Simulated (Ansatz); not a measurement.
Molecular dynamics of H$_{10}$O$_{2}$Si$_{4}$

The input (input.yaml):

```yaml
crystal:
  periodic: [false, false, false]
  atoms:
    - { symbol: Si, position_ang: [-0.061018, -0.110674, -0.245443] }
    - { symbol: O, position_ang: [-0.212616, -0.089738, 1.49122] }
    - { symbol: H, position_ang: [-1.183224, -0.40724, 1.658923] }
    - { symbol: Si, position_ang: [2.16912, 0.061889, -0.64786] }
    - { symbol: H, position_ang: [2.879654, -1.087911, -0.107778] }
    - { symbol: H, position_ang: [2.433213, 0.103442, -2.078667] }
    - { symbol: H, position_ang: [2.738807, 1.261198, -0.052385] }
    - { symbol: O, position_ang: [-0.735928, 1.33914, -0.91464] }
    - { symbol: Si, position_ang: [-2.409587, 1.596002, -0.61912] }
    - { symbol: H, position_ang: [-2.724241, 1.791154, 0.797629] }
    - { symbol: H, position_ang: [-2.772292, 2.802772, -1.348358] }
    - { symbol: H, position_ang: [-3.236662, 0.482028, -1.09052] }
    - { symbol: Si, position_ang: [-1.014842, -2.00048, -1.140085] }
    - { symbol: H, position_ang: [-2.177427, -2.433219, -0.374102] }
    - { symbol: H, position_ang: [-1.448932, -1.800349, -2.516565] }
    - { symbol: H, position_ang: [-0.065126, -3.105013, -1.138948] }
basis:
  gaussian: { orbitals: STO-3G }
hamiltonian:
  xc: pbe
md:
  timestep: 1.0
  n_steps: 152
  ensemble: nvt_nose_hoover
  temperature: 700.0
  initial_velocities: maxwell_boltzmann
  seed: 728704
  nose_hoover: { tau: 50.0, chain_length: 3 }
```

Command:

```bash
$ ansatz run input.yaml --threads 1 --pin off --max-ram 2048MiB --backend cpu --events-out ev --progress --plain --runs-dir out
```

It starts from a relaxed structure.

Output, in part (one step line in 6, the closing report, with atoms numbered from 0):

```
md step     0: t =     0.00 fs  T =   700.0 K  F+E_penalty+E_count = -35324.50376684 eV  E_kin = 1.266748 eV  conserved = -35323.23701885 eV  (24 SCF iters)
md step     6: t =     6.00 fs  T =   592.7 K  F+E_penalty+E_count = -35324.30302091 eV  E_kin = 1.072629 eV  conserved = -35323.23287768 eV  (26 SCF iters)
md step    12: t =    12.00 fs  T =   527.4 K  F+E_penalty+E_count = -35324.17508678 eV  E_kin = 0.954364 eV  conserved = -35323.23172134 eV  (25 SCF iters)
md step    18: t =    18.00 fs  T =   499.9 K  F+E_penalty+E_count = -35324.10965344 eV  E_kin = 0.904677 eV  conserved = -35323.23298052 eV  (25 SCF iters)
md step    24: t =    24.00 fs  T =   430.1 K  F+E_penalty+E_count = -35323.95000008 eV  E_kin = 0.778249 eV  conserved = -35323.22397651 eV  (26 SCF iters)
md step    30: t =    30.00 fs  T =   467.0 K  F+E_penalty+E_count = -35323.98138986 eV  E_kin = 0.845029 eV  conserved = -35323.22617605 eV  (26 SCF iters)
md step    36: t =    36.00 fs  T =   355.8 K  F+E_penalty+E_count = -35323.72537556 eV  E_kin = 0.643957 eV  conserved = -35323.21653680 eV  (27 SCF iters)
md step    42: t =    42.00 fs  T =   358.0 K  F+E_penalty+E_count = -35323.67174666 eV  E_kin = 0.647824 eV  conserved = -35323.21360410 eV  (28 SCF iters)
md step    48: t =    48.00 fs  T =   321.2 K  F+E_penalty+E_count = -35323.53684244 eV  E_kin = 0.581276 eV  conserved = -35323.20918118 eV  (26 SCF iters)
md step    54: t =    54.00 fs  T =   324.0 K  F+E_penalty+E_count = -35323.47023800 eV  E_kin = 0.586349 eV  conserved = -35323.20481982 eV  (28 SCF iters)
md step    60: t =    60.00 fs  T =   373.8 K  F+E_penalty+E_count = -35323.49277167 eV  E_kin = 0.676355 eV  conserved = -35323.20705902 eV  (26 SCF iters)
md step    66: t =    66.00 fs  T =   488.2 K  F+E_penalty+E_count = -35323.63240554 eV  E_kin = 0.883382 eV  conserved = -35323.20891562 eV  (27 SCF iters)
md step    72: t =    72.00 fs  T =   497.7 K  F+E_penalty+E_count = -35323.58927806 eV  E_kin = 0.900658 eV  conserved = -35323.21073474 eV  (26 SCF iters)
md step    78: t =    78.00 fs  T =   552.3 K  F+E_penalty+E_count = -35323.64885930 eV  E_kin = 0.999481 eV  conserved = -35323.21924867 eV  (26 SCF iters)
md step    84: t =    84.00 fs  T =   638.2 K  F+E_penalty+E_count = -35323.75869657 eV  E_kin = 1.154833 eV  conserved = -35323.21763076 eV  (25 SCF iters)
md step    90: t =    90.00 fs  T =   713.3 K  F+E_penalty+E_count = -35323.86217721 eV  E_kin = 1.290750 eV  conserved = -35323.22476737 eV  (26 SCF iters)
md step    96: t =    96.00 fs  T =   764.5 K  F+E_penalty+E_count = -35323.91827578 eV  E_kin = 1.383442 eV  conserved = -35323.22569235 eV  (25 SCF iters)
md step   102: t =   102.00 fs  T =   743.1 K  F+E_penalty+E_count = -35323.84657483 eV  E_kin = 1.344690 eV  conserved = -35323.22474611 eV  (27 SCF iters)
md step   108: t =   108.00 fs  T =   801.8 K  F+E_penalty+E_count = -35323.92478818 eV  E_kin = 1.450885 eV  conserved = -35323.22822092 eV  (25 SCF iters)
md step   114: t =   114.00 fs  T =   768.8 K  F+E_penalty+E_count = -35323.83047010 eV  E_kin = 1.391313 eV  conserved = -35323.22331588 eV  (28 SCF iters)
md step   120: t =   120.00 fs  T =   764.5 K  F+E_penalty+E_count = -35323.79525475 eV  E_kin = 1.383526 eV  conserved = -35323.22371147 eV  (26 SCF iters)
md step   126: t =   126.00 fs  T =   767.5 K  F+E_penalty+E_count = -35323.76834717 eV  E_kin = 1.388897 eV  conserved = -35323.21874755 eV  (27 SCF iters)
md step   132: t =   132.00 fs  T =   762.5 K  F+E_penalty+E_count = -35323.73128322 eV  E_kin = 1.379840 eV  conserved = -35323.21677977 eV  (26 SCF iters)
md step   138: t =   138.00 fs  T =   655.2 K  F+E_penalty+E_count = -35323.51233683 eV  E_kin = 1.185721 eV  conserved = -35323.21426784 eV  (28 SCF iters)
md step   144: t =   144.00 fs  T =   572.1 K  F+E_penalty+E_count = -35323.33680789 eV  E_kin = 1.035375 eV  conserved = -35323.21046014 eV  (25 SCF iters)
md step   150: t =   150.00 fs  T =   542.3 K  F+E_penalty+E_count = -35323.25768776 eV  E_kin = 0.981346 eV  conserved = -35323.21020854 eV  (27 SCF iters)
md step   152: t =   152.00 fs  T =   657.0 K  F+E_penalty+E_count = -35323.46592450 eV  E_kin = 1.189021 eV  conserved = -35323.22045497 eV  (26 SCF iters)
Total energy: -35323.46595139 eV, -1298.1134306086 hartree
Atom 0 at    -0.208236    -0.164256     0.194984 Å, force     0.876448    -2.177857    -0.676617 eV/Å
Atom 1 at     0.324687    -0.617494     1.808685 Å, force     0.709747     0.282768    -0.766472 eV/Å
Atom 2 at     1.362859    -0.516465     1.635321 Å, force    -0.804605    -0.226708     0.525047 eV/Å
Atom 3 at     1.587333     0.436138    -1.123359 Å, force     0.412855     0.142903     0.572020 eV/Å
Atom 4 at     2.821582     0.106791    -0.393709 Å, force    -0.153778     0.243038    -0.171709 eV/Å
Atom 5 at     1.630751    -0.339368    -2.347887 Å, force    -0.004995     0.008066    -0.113074 eV/Å
Atom 6 at     1.588171     1.849877    -1.488714 Å, force     0.168249    -0.066147     0.075280 eV/Å
Atom 7 at    -1.366530     1.058678     0.427559 Å, force    -0.727905     0.519660    -0.937737 eV/Å
Atom 8 at    -1.718935     1.579048    -1.225109 Å, force     0.958700     0.964293    -0.359765 eV/Å
Atom 9 at    -1.342647     3.015366    -1.254875 Å, force    -0.174810    -0.543052    -0.087300 eV/Å
Atom 10 at    -0.973097     0.900515    -2.362285 Å, force    -0.611240     0.490559     1.008600 eV/Å
Atom 11 at    -3.115257     1.488860    -1.529878 Å, force    -0.700388    -0.149760     0.033958 eV/Å
Atom 12 at    -1.067052    -1.916232    -1.216742 Å, force     0.483747    -1.060900     0.304563 eV/Å
Atom 13 at    -0.130518    -1.901575    -2.393941 Å, force    -0.869122     0.037458     0.660597 eV/Å
Atom 14 at    -0.945152    -3.406347    -0.741238 Å, force    -0.500518     2.071741    -0.433882 eV/Å
Atom 15 at    -2.448794    -1.572151    -1.718650 Å, force     0.937613    -0.536061     0.366492 eV/Å
Dipole moment:     0.127478     0.075622    -0.118492 e Å
```

The run went to its last step. The conserved energy stayed within 2.1 meV per atom of its start (net change 1 meV per atom), so the integration is sound. A run of 0.15 ps of so small a system gives no equilibrium averages. Limits of this set-up: minimal basis.

No bond is clearly made or broken; grazing contacts change: Si1–Si9 2.93 → 2.71 Å. Pairs count as bonded within 1.25 times the sum of covalent radii (0.12 Å more for H–H).

Last frame:

```xyz
16
Properties=species:S:1:pos:R:3
Si -0.208 -0.164 0.195
O 0.325 -0.618 1.809
H 1.363 -0.516 1.635
Si 1.587 0.436 -1.123
H 2.822 0.107 -0.394
H 1.631 -0.339 -2.348
H 1.588 1.850 -1.489
O -1.367 1.059 0.428
Si -1.719 1.579 -1.225
H -1.343 3.015 -1.255
H -0.973 0.900 -2.362
H -3.115 1.489 -1.530
Si -1.067 -1.916 -1.217
H -0.131 -1.902 -2.394
H -0.945 -3.406 -0.741
H -2.449 -1.572 -1.719
```

Run time: 15 min on 1 thread of Intel(R) Xeon(R) Platinum 8259CL CPU @ 2.50GHz (Skylake/Cascade Lake) (shared host), peak memory 0.12 GiB.
